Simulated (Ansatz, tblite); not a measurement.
Removing and adding an electron: [Cu(H2O)3Br]+ (CuBrO3H6⁺). Charge 1, multiplicity 2. Geometry: PBE0-D4/def2-SVP. Ansatz, gas phase; energy differences of separate SCF runs; the oxidised species is a triplet (the singlet lies 0.75 eV higher at PBE0-D4/def2-TZVP); the reduced species is a singlet (the triplet lies 2.61 eV higher at PBE0-D4/def2-TZVP).

```tsv
atom	x (Å)	y (Å)	z (Å)
Cu1	0.1724	0.1493	0.2626
O2	-1.4979	-0.0258	1.3607
H3	-1.3986	0.5832	2.1147
H4	-1.6891	-0.8922	1.7532
O5	-0.8193	-0.7048	-1.2698
H6	-1.7800	-0.7229	-1.3752
H7	-0.4235	-1.2087	-1.9931
O8	1.7844	0.2685	-0.9225
H9	2.5440	0.4536	-0.3418
H10	1.8024	0.9576	-1.6044
Br11	1.3051	1.1422	2.0156
```

The xTB rows come from tblite. Correlated methods freeze 21 core orbitals; core or outer-core shells of Br are correlated, in sets that lack core-valence functions. The rows differ in basis, and correlated rows in double-zeta sets carry the largest basis error. In CCSD on the charge 1 doublet the largest single amplitude is 0.17, so its Hartree–Fock determinant may place the open shell otherwise than the density functionals do. No other spin state of charge 1 was run.

| level | −HOMO (eV) | vertical IE (eV) | −LUMO (eV) | vertical EA (eV) | HOMO–LUMO gap (eV) | IE − EA (eV) |
| --- | --- | --- | --- | --- | --- | --- |
| GFN2-xTB | – | 18.74 | – | 11.32 | – | 7.43 |
| HF/def2-SVP | – | 12.84 | – | – | – | – |
| PBE-D4/def2-TZVP | 10.43 | 13.84 | 9.81 | 6.30 | 0.63 | 7.54 |
| PBE0-D4/def2-TZVP | 11.65 | 14.00 | 8.44 | 6.29 | 3.21 | 7.72 |
| MP2/def2-SVP | – | 13.65 | – | – | – | – |

Q: Estimate the rows for GFN1-xTB, BHLYP-D4/def2-TZVP, CCSD/def2-SVP, CCSD(T)/def2-SVP.

A: 
```
             level  −HOMO (eV)  vertical IE (eV)  −LUMO (eV)  vertical EA (eV)  HOMO–LUMO gap (eV)  IE − EA (eV)
          GFN1-xTB           –             18.27           –             11.28                   –          6.99
BHLYP-D4/def2-TZVP       12.57             13.84        6.16              6.04                6.42          7.80
     CCSD/def2-SVP           –             13.59           –                 –                   –             –
  CCSD(T)/def2-SVP           –             13.62           –                 –                   –             –
```

Relaxing the oxidised species (PBE0-D4/def2-SVP) changes its energy by -0.40 eV at PBE0-D4/def2-TZVP, so the adiabatic ionisation energy to this nearest minimum is 13.60 eV. At PBE-D4/def2-TZVP it is 13.73 eV.     HOMO and LUMO are the levels of the spin that leaves or enters (xTB has no such levels and no spin-polarisation term). Other spin states of the ions may lie lower, which would lower the ionisation energy or raise the affinity. Raw xTB energy differences between charge states are shifted by several eV; the methods need an empirical correction for them.
